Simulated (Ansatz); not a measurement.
A single point on C3H8OSi (`C/C([SiH3])=C\O`).

```yaml
crystal:
  periodic: [false, false, false]
  atoms:
    - {symbol: C, position_ang: [-1.555375, -0.085637, 0.072945]}
    - {symbol: C, position_ang: [-0.058452, 0.005422, 0.006863]}
    - {symbol: Si, position_ang: [0.945129, -1.485604, -0.432963]}
    - {symbol: C, position_ang: [0.595386, 1.141356, 0.256942]}
    - {symbol: O, position_ang: [-0.036254, 2.296279, 0.588347]}
    - {symbol: H, position_ang: [-2.006286, 0.865964, 0.356183]}
    - {symbol: H, position_ang: [-1.870992, -0.841149, 0.799380]}
    - {symbol: H, position_ang: [-1.973344, -0.385332, -0.893364]}
    - {symbol: H, position_ang: [0.715954, -2.596508, 0.533985]}
    - {symbol: H, position_ang: [2.391438, -1.131909, -0.428106]}
    - {symbol: H, position_ang: [0.579775, -2.006293, -1.780937]}
    - {symbol: H, position_ang: [1.680348, 1.200680, 0.207522]}
    - {symbol: H, position_ang: [0.613173, 2.988133, 0.728004]}
basis:
  gaussian: {orbitals: def2-TZVPP}
hamiltonian: {xc: pbe}
correlation: {method: rpa}
```

```sh
$ ansatz run in.yaml --threads 4 --pin off --events-out ev --progress --plain --max-ram 10444MiB
```

It prints (some lines left out):

```
Functional definition: PBE
1636 factors; integrals over basis functions are off by at most 9.5e-4 eV
mean field evaluation 1: about -13143.0855 eV, gradient 7.8e1 eV
mean field evaluation 2: about -13143.0740 eV, gradient 7.8e1 eV
mean field evaluation 4: about -13156.3141 eV, gradient 1.7e1 eV
mean field evaluation 8: about -13157.0748 eV, gradient 3.2e-1 eV
mean field evaluation 16: about -13157.0744 eV, gradient 3.3e-4 eV
mean field -13157.07444412 eV, -483.5135676361 hartree, gradient 3.4e-6 eV, S^2 0.000000; 0 other end points of the search recorded, 0 dependent functions left out
9 core orbitals not correlated: weight in the atoms' cores, before any rotation towards them, 1.000 or more for the frozen orbitals, at most 0.000 for the correlated occupied ones
reference -13117.55820865 eV, -482.0613727674 hartree; 15, 15 occupied and 254, 254 virtual orbitals, 1636 factors
Total energy: -13157.06004328 eV, -483.5130384148 hartree
```

Hardware: 4 threads of an Arm Neoverse V2 on a shared host. Wall time 7 s, peak host memory 0.62 GiB.
